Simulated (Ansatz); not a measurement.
Results of the Gaussian-basis code of Ansatz.

A structure relaxed at PBE0-D4/def2-TZVP, charge 0, multiplicity 1:

Cartesian coordinates in Å:
```
B 0.081 0.502 1.166
C 0.457 -0.251 -0.102
C -0.471 -0.277 -1.254
N -0.557 -1.348 -0.657
H 0.924 1.045 1.820
H -1.068 0.571 1.491
H 1.491 -0.487 -0.344
H -0.856 0.246 -2.119
```

(1) Give its formula and SMILES.

(2) Summarise the bond lengths by kind.

## Answers

(1) C2H4BN, `BC1C=N1`.

(2) 1 × B–C 1.521 Å; 2 × B–H 1.196 to 1.197 Å; 1 × C–C 1.480 Å; 2 × C–N 1.229 to 1.594 Å; 2 × C–H 1.082 to 1.088 Å.
